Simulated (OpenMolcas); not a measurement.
A calculation on F+.

| Quantity | Value |
| --- | --- |
| Program | OpenMolcas |
| Method | CASSCF |
| Basis | ANO-RCC-VTZP [4s3p2d1f] |
| Scalar Hamiltonian | DKH2, point nucleus |
| Active space | 6 electrons in 8 orbitals (2s 2p 3s 3p) |
| State averaging | 2S+1 = 3 even, 3 roots; 2S+1 = 1 even, 6 roots; 2S+1 = 3 odd, 3 roots; 2S+1 = 1 odd, 3 roots |
| Spin-orbit coupling | state interaction with AMFI integrals over the reference wave functions, term energies averaged over their components |

(1) Which level of the active space comes out lowest?

(2) How high does 2s2 2p4 1D2 lie?

(3) How high does 2s 2p5 3P* 2 lie?

(4) How high does 2s 2p5 3P* 0 lie?

Measured values: NIST Handbook of Basic Atomic Spectroscopic Data.

Answers

(1) 2s2 2p4 3P2, with 100 % of that term; it is also the measured ground level.

(2) 22878 cm-1 above the lowest level; measured 20873 cm-1 above the ground level, so the calculation is off by +10 %.

(3) 173522 cm-1 above the lowest level; measured 164798 cm-1 above the ground level, so the calculation is off by +5 %.

(4) 173970 cm-1 above the lowest level; measured 165279 cm-1 above the ground level, so the calculation is off by +5 %.

Without dynamic correlation excited terms often stand tens of per cent too high (terms of higher spin than the ground term too low), and those without a measured partner can miss by more than the paired ones. Active for correlation alone: 3p 3s; no level in the range computed is led by a configuration that fills them, so any true level of that kind is missing. Computed and measured levels are paired by configuration, term and J; levels that our copy of the source lacks, or whose pairing is in doubt (as where it misses far off the trend of its configuration), stay unpaired and out of the deviations. Levels of configurations outside the active space are missing.

* marks odd parity.
